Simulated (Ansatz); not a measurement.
System: BHSCl, charge 0, doublet. BHSCl (SMILES S[B]Cl, doublet).
B3LYP-D3(BJ)/def2-TZVP minimum from Ansatz (a quantum-chemistry and plane-wave program):
```
B
Cl 1 1.7297
S 1 1.7719 2 124.92
H 3 1.3449 1 96.77 2 180.00
```
Charge 0, spin multiplicity 2.

Total energies in hartree (Ansatz). Radicals and triplets start from unrestricted determinants; spin-orbit coupling is neglected. Cores are frozen in correlated methods. No relativity. Where a partner has so few electrons that a lower coupled-cluster level is exact, that level stands in.

```tsv
species	HF/cc-pV(T+d)Z	CCSD(T)/cc-pV(T+d)Z	HF/cc-pV(Q+d)Z	CCSD(T)/cc-pV(Q+d)Z	CCSD(T)/cc-pV(D+d)Z	CCSDT(Q)/cc-pV(D+d)Z
1: BHSCl (SMILES S[B]Cl, doublet)	-882.35563	-882.85436	-882.36413	-882.90153	-882.70344	-882.70553
2: B (doublet)	-24.53207	-24.59810	-24.53297	-24.60084	-24.58941	-24.58977
3: Cl (doublet)	-459.48556	-459.67356	-459.48916	-459.69449	-459.60403	-459.60445
4: S (triplet)	-397.50938	-397.65444	-397.51264	-397.66785	-397.60412	-397.60456
5: H (doublet)	-0.49981	-0.49981	-0.49995	-0.49995	-0.49928	-0.49928
```

Task: Work out the atomisation energy (electronic, to ground-state atoms) in kcal/mol: take Hartree-Fock from cc-pV(Q+d)Z, extrapolate the CCSD(T) correlation energy as X^-3 (X = 3, 4), and add CCSDT(Q) - CCSD(T) in cc-pV(D+d)Z. 1 hartree = 627.51 kcal/mol.

Result: 
Species 1: correlation (64·(-0.53740) - 27·(-0.49873))/37 = -0.56562; step -0.00209; E1 = -882.36413 + (-0.56562) + (-0.00209) = -882.93184
Species 2: correlation (64·(-0.06787) - 27·(-0.06603))/37 = -0.06921; step -0.00036; E2 = -24.53297 + (-0.06921) + (-0.00036) = -24.60254
Species 3: correlation (64·(-0.20533) - 27·(-0.18800))/37 = -0.21798; step -0.00042; E3 = -459.48916 + (-0.21798) + (-0.00042) = -459.70756
Species 4: correlation (64·(-0.15521) - 27·(-0.14506))/37 = -0.16262; step -0.00044; E4 = -397.51264 + (-0.16262) + (-0.00044) = -397.67570
Species 5: correlation (64·(0.00000) - 27·(0.00000))/37 = 0.00000; step +0.00000; E5 = -0.49995 + (0.00000) + (+0.00000) = -0.49995
-1·E1 +1·E2 +1·E3 +1·E4 +1·E5 = 0.44609 hartree = 279.9 kcal/mol.
